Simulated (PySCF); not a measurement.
**How the functional moves excitation energies**

Compound: H₇NP₂Si.
Z-matrix (Å and degrees, PBE0-D3(BJ)/def2-SVP geometry), rows numbered from 1:
```
N 
Si  1  1.7315
P   2  2.2620  1  105.44
P   2  2.2625  1  110.94  3  -121.90
H   1  1.0143  2  119.80  3   171.04
H   1  1.0152  2  119.12  3   -46.66
H   2  1.5030  1  116.73  3   117.22
H   3  1.4285  2   93.49  1  -177.73
H   3  1.4289  2   94.36  1   -83.22
H   4  1.4321  2   94.10  1   -56.31
H   4  1.4295  2   92.79  1    37.54
```

Linear-response calculations in the def2-SVPD basis (PySCF; singlets by full response, triplets Tamm–Dancoff, core orbitals frozen in the response; HF means time-dependent Hartree–Fock). 'Strongest' is the level of largest summed f among the singlets computed (10 roots, of which the last may lack a degenerate partner); it can jump between rows when another state enters that window. S1 is the lowest singlet of each run and needn't be the same state throughout; f(S1) is that of one state. Geometry: PBE0-D3(BJ)/def2-SVP, one conformer, isolated molecule.

```json
{"functional": "LDA", "kind": "LDA", "S1 (eV)": "5.28", "f(S1)": "0.005", "strongest (eV)": "5.87", "T1 (eV)": "5.12", "HOMO (eV)": "-6.16", "gap (eV)": "5.22", "ionisation energy, ΔSCF (eV)": "8.94"}
{"functional": "PBE", "kind": "GGA", "S1 (eV)": "5.34", "f(S1)": "0.005", "strongest (eV)": "5.91", "T1 (eV)": "5.10", "HOMO (eV)": "-6.06", "gap (eV)": "5.29", "ionisation energy, ΔSCF (eV)": "8.83"}
{"functional": "B3LYP", "kind": "global hybrid, 20% exact exchange", "S1 (eV)": "5.91", "f(S1)": "0.009", "strongest (eV)": "6.81", "T1 (eV)": "5.34", "HOMO (eV)": "-7.07", "gap (eV)": "6.82", "ionisation energy, ΔSCF (eV)": "9.03"}
{"functional": "PBE0", "kind": "global hybrid, 25% exact exchange", "S1 (eV)": "6.09", "f(S1)": "0.006", "strongest (eV)": "6.96", "T1 (eV)": "5.35", "HOMO (eV)": "-7.29", "gap (eV)": "7.28", "ionisation energy, ΔSCF (eV)": "9.08"}
{"functional": "BHandHLYP", "kind": "global hybrid, 50% exact exchange", "S1 (eV)": "6.50", "f(S1)": "0.018", "strongest (eV)": "7.16", "T1 (eV)": "5.54", "HOMO (eV)": "-8.22", "gap (eV)": "8.86", "ionisation energy, ΔSCF (eV)": "9.20"}
{"functional": "wB97X-D", "kind": "range-separated hybrid", "S1 (eV)": "6.41", "f(S1)": "0.013", "strongest (eV)": "7.13", "T1 (eV)": "5.64", "HOMO (eV)": "-9.08", "gap (eV)": "10.70", "ionisation energy, ΔSCF (eV)": "9.31"}
{"functional": "LC-wPBE", "kind": "range-separated hybrid", "S1 (eV)": "6.64", "f(S1)": "0.026", "strongest (eV)": "7.47", "T1 (eV)": "5.60", "HOMO (eV)": "-9.84", "gap (eV)": "11.71", "ionisation energy, ΔSCF (eV)": "9.56"}
{"functional": "HF", "kind": "Hartree–Fock", "S1 (eV)": "6.87", "f(S1)": "0.034", "strongest (eV)": "7.76", "T1 (eV)": "5.54", "HOMO (eV)": "-9.69", "gap (eV)": "11.99", "ionisation energy, ΔSCF (eV)": "not settled"}
```

Q: What does CAM-B3LYP (range-separated hybrid) give?

A: S1 (eV) 6.31, f(S1) 0.008, strongest (eV) 7.11, T1 (eV) 5.50, HOMO (eV) -8.52, gap (eV) 9.30, ionisation energy, ΔSCF (eV) 9.30. S1 runs from 5.28 eV (LDA) to 6.87 eV (HF), a spread of 1.59 eV, while the orbital gap spreads over 6.8 eV. Along PBE (0%), B3LYP (20%), PBE0 (25%), BHandHLYP (50%), HF (100%) S1 rises with the share of exact exchange. −ε(HOMO) comes closest to its own ΔSCF ionisation energy with wB97X-D (-0.23 eV) and misses most with LDA (-2.78 eV). 'Not settled' means that the ion's SCF failed to converge or may have ended in another state than the lowest.

Without π bonds the low states are Rydberg-like; a valence basis with one diffuse set may place them up to an eV too high.
